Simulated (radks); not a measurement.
Q: These are the eigenvalues of the occupied orbitals of an atom or ion with whole-number occupations (eV). All-electron calculation, Dirac Kohn-Sham, PBEsol, spin-unpolarised, spherical densities, finite nucleus; Fermi nuclear charge, rms radius of each element as measured or else 0.836 A^(1/3) + 0.57 fm. Program: a radial shooting solver on a logarithmic mesh with Libxc functionals.

1s1/2: -59203.15
2s1/2: -10002.18
2p1/2: -9537.050
2p3/2: -8557.419
3s1/2: -2264.647
3p1/2: -2059.546
3p3/2: -1852.704
3d3/2: -1501.980
3d5/2: -1456.751
4s1/2: -463.8091
4p1/2: -381.3147
4p3/2: -334.6298
4d3/2: -198.7526
4d5/2: -190.2668
5s1/2: -75.4775
5p1/2: -52.6951
5p3/2: -46.5652
4f5/2: -26.1538
4f7/2: -24.9332
6p1/2: -13.3384
6p3/2: -12.5678

Which element is it, and in what charge state? The configuration may be excited. Open shells, if any, are shared by 2j + 1.

A: Z = 69, thulium, charge +2: Tm2+ in [Kr] 4d10 4f13 5s1 5p6 6p1. The list shows which subshells hold electrons but not how many an open one holds; the 1s level, -2175.7 hartree, gives Z - s = 66.0 by -(Z - s)^2/2, which with screening and relativity narrows Z to a few neighbours, and the depths of the outer levels then fix element, charge and occupations together.
